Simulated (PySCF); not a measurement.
## Core binding energy against partial charge

Compound: C5H15NOSi.
Structure used (PBE0-D3(BJ)/def2-SVP), in Å, numbered top down from 1:
```
atom  x, y, z in Å
C1    -2.8818    0.1709   -0.8302
C2    -1.4621   -0.2739   -0.5092
C3    -0.8048    0.4595    0.6684
C4    -1.5118    0.2163    2.0024
Si5    1.0177   -0.0046    0.8127
O6     1.2587   -1.6418    1.0574
N7     1.7850    0.4530   -0.6689
C8     3.1702    0.1927   -0.9817
H9    -2.9147    1.2469   -1.0669
H10   -3.5689   -0.0030    0.0117
H11   -3.2843   -0.3735   -1.6983
H12   -1.4594   -1.3591   -0.2945
H13   -0.8325   -0.1514   -1.4074
H14   -0.8257    1.5476    0.4547
H15   -1.0309    0.7720    2.8228
H16   -1.4818   -0.8525    2.2725
H17   -2.5692    0.5234    1.9773
H18    1.6075    0.5926    2.0490
H19    1.0272   -2.1978    0.3071
H20    1.3741    1.2133   -1.1994
H21    3.5101   -0.6922   -0.4215
H22    3.8538    1.0248   -0.7238
H23    3.3126   -0.0352   -2.0523
```

Binding energies: PySCF 2.14.0, delta-SCF UKS SCAN, pcX-2 on the ionised atom, pcseg-1 elsewhere, spin-free X2C. Charges: PBE0/pcSseg-1 ground-state density, for the ionised atom.

| atom | environment | C 1s (eV) | Mulliken (e) | IAO (e) | Hirshfeld (e) | ESP (e) |
| --- | --- | --- | --- | --- | --- | --- |
| C3 | sp3 carbon bound to silicon | 289.82 | -0.608 | -0.402 | -0.114 | -0.094 |
| C4 | methyl carbon | 290.34 | -0.248 | -0.405 | -0.116 | -0.306 |
| C2 | chain CH2 carbon | 290.42 | -0.272 | -0.240 | -0.067 | +0.259 |
| C1 | methyl carbon | 290.44 | -0.255 | -0.406 | -0.115 | -0.386 |
| C8 | N-methyl carbon | 291.51 | -0.103 | -0.291 | -0.068 | -0.059 |

Question: Give the correlation coefficient and slope of binding energy on charge for each scheme.

Answer: Mulliken: r = 0.86, slope 2.8 eV per e; Hirshfeld: r = 0.66, slope 15.6 eV per e; IAO: r = 0.51, slope 4.0 eV per e; ESP: r = 0.09, slope 0.2 eV per e. Mulliken charges have the highest r, on only 5 points.

Question: The point-charge model writes a binding energy as kq + V + constant, with V the potential of the other atoms' charges at the site. What does it give with the Mulliken charges?

Answer: V = Σ 14.40 eV Å × q/r over all other atoms: +4.88 eV at C3, +1.89 eV at C4, +0.40 eV at C2, +2.36 eV at C1, +0.68 eV at C8. Fitting binding energy − V to q gives k = 11.4 eV per e and leaves an rms residual of 0.74 eV, against 0.28 eV for the fit on q alone. The model has no term for differences in relaxation between sites.

Geometry: PBE0-D3(BJ)/def2-SVP, one conformer, isolated molecule.
